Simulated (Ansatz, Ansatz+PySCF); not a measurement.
```json
{"atom": "Al", "x (Å)": "0.0000", "y (Å)": "0.0000", "z (Å)": "0.0000"}
{"atom": "N", "x (Å)": "0.0000", "y (Å)": "0.0000", "z (Å)": "1.9646"}
```

Basis set: def2-SVP (spherical functions). Frozen core: 6 orbitals. Correlation on ROHF uses semicanonical orbitals with singles. Charge 0, multiplicity 3.

Computed with Ansatz (development build ahead of 0.2.0); each method stands on the lowest determinant of its kind that the runs found.

(1) Give the atomization energy at this shape (free ground-state atoms in the same class of orbitals less the molecule, no zero-point energy) of triplet AlN by UHF-CCSDT(Q), UHF-CCSD(T), ROHF-MP2, UHF-MP2, ROHF.

## Answers

(1)

```
      method  atomization energy
UHF-CCSDT(Q)             2.01 eV
 UHF-CCSD(T)             1.99 eV
    ROHF-MP2             1.94 eV
     UHF-MP2             1.92 eV
        ROHF             0.94 eV
```

Caution for UHF-CCSDT(Q), UHF-CCSD(T), ROHF-MP2, UHF-MP2: a plain start can end on a higher determinant.
